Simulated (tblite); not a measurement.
Species: CH10N2OSi2.
Geometry (GFN2-xTB, Å), atoms numbered from 1 in this order:
```
atom  x, y, z in Å
N1     0.3741   -0.1491   -1.9781
Si2    0.4369    0.6326   -0.4360
N3     1.9692    1.3702   -0.0996
O4    -0.6765    1.8358   -0.4131
C5     0.1378   -0.6794    0.8992
Si6   -1.6036   -1.4140    0.9143
H7     0.4806    0.4373   -2.7912
H8    -0.3878   -0.7885   -2.1353
H9     2.2221    2.1793   -0.6445
H10    2.7678    0.7624   -0.0263
H11   -0.7218    2.4084    0.3471
H12    0.3446   -0.2387    1.8735
H13    0.8616   -1.4818    0.7725
H14   -1.7053   -2.3964    2.0015
H15   -2.6118   -0.3728    1.1335
H16   -1.8957   -2.0963   -0.3519
```

Computed with GFN2-xTB (tblite): harmonic, unscaled wavenumbers at the GFN2-xTB geometry, gas phase. Against measured fundamentals such values can be off by several per cent, at times by over 20. Modes of hydrogen on silicon can be 10 to 20 % off. One conformer, not necessarily the lowest.

Harmonic wavenumbers (cm⁻¹): 33.9, 105.0, 112.9, 138.2, 180.6, 185.2, 212.8, 247.4, 256.7, 280.0, 308.8, 489.4, 516.7, 584.5, 598.6, 670.5, 700.6, 770.0, 793.0, 796.4, 802.6, 804.8, 817.3, 828.8, 886.1, 901.7, 927.4, 1028.2, 1149.0, 1462.9, 1528.6, 1534.5, 2212.1, 2220.7, 2241.1, 2987.3, 3004.9, 3470.2, 3476.6, 3505.2, 3518.9, 3686.3.

A = 3442, B = 1313, C = 1289 MHz; mass 122.033 u (most abundant isotopes); point group C1, symmetry number 1.

Zero-point energy?

Half the sum of the wavenumbers: 25488 cm⁻¹ = 72.87 kcal/mol.

Give the ideal-gas entropy at 273.15 K and 1 bar in the rigid-rotor, harmonic-oscillator model (classical rotation).

Translation 39.90, rotation 28.14, vibration 30.03: S = 98.1 cal/(mol K).

And Cp and H(273.15 K) − H(0)?

Cp = 39.01 cal/(mol K), of which vibrations give 31.06 (their classical limit is 42 R = 83.5); H(273.15 K) − H(0) = 6.57 kcal/mol without the zero-point energy, 4.40 from vibrations.

Which modes carry the vibrational entropy at 273.15 K?

33.9 cm⁻¹: 5.41; 105.0 cm⁻¹: 3.19; 112.9 cm⁻¹: 3.05; 138.2 cm⁻¹: 2.66; 180.6 cm⁻¹: 2.16; 185.2 cm⁻¹: 2.11 cal/(mol K); the other 36 give 11.45 together.

Blend soft modes into free rotors: weight 1/[1 + (100 cm⁻¹/ν̃)⁴] for the oscillator and the rest for a rotor with moment μB/(μ + B), μ = h/(8π²ν), B = 10⁻⁴⁴ kg m². What vibrational entropy results?

28.11 cal/(mol K) in place of 30.03, which changes −T·S at 273.15 K by +0.52 kcal/mol.

Hindered rotation and anharmonicity are outside this model. Other conformers, if any are populated, would add a mixing term that is left out. The structure is chiral; the term R ln 2 for an equal mix with its mirror image is left out.
